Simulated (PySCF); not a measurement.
H6O4SiTi, SMILES [O]1[SiH3]->[Ti]1([OH])([OH])[OH], multiplicity 1.

Coordinates come from a B3LYP-D3(BJ)/def2-SVP optimisation. The spin state was assumed, not searched. One conformer was computed; it need not be the lowest.

The numbers are results of PBE/def2-TZVP (PySCF), not measurements.

**Question.** Estimate the frontier levels, gap, dipole moment and polarisability. (An estimate is asked for; the answer gives what the named calculation found.)

**Answer.** 
```
Property                                                                                                       Result
---------------------------------------------------------------------------------------------  ----------------------
highest occupied level                                                                                       -7.00 eV
lowest empty level                                                                                           -2.26 eV
orbital gap                                                                                                   4.73 eV
dipole moment                                                                                                  2.25 D
quadrupole, principal values (traceless, Buckingham form, about the centre of nuclear charge)  -1.65, -1.62, 3.27 D·Å
mean static polarisability                                                                      80.8 bohr³ (11.98 Å³)
polarisability, principal values                                                               73.1, 73.1, 96.3 bohr³
```
